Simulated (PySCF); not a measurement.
Constitutional and geometric isomers with formula C2H7NO. Isolated molecules, 0 K electronic values unless said otherwise. One relaxed conformer stands for each flexible species; it need not be the lowest. Strings in code marks are SMILES.

Method: PBE0-D3(BJ)/def2-TZVP (PySCF). All candidates: neutral, multiplicity 1. 

* **HOMO**: -6.74 eV
* **HOMO–LUMO gap**: 7.59 eV

**Question.** Say which member has these values.
(A) `CNCO` (C–N–C–O torsion 57°, N–C–O–H torsion 71°)
(B) `COCN`
(C) `C[C@@H](N)O`

**Answer.** A, `CNCO` (C–N–C–O torsion 57°, N–C–O–H torsion 71°). The others give `C[C@@H](N)O`: -7.25 eV, 8.26 eV; `COCN`: -7.24 eV, 8.32 eV
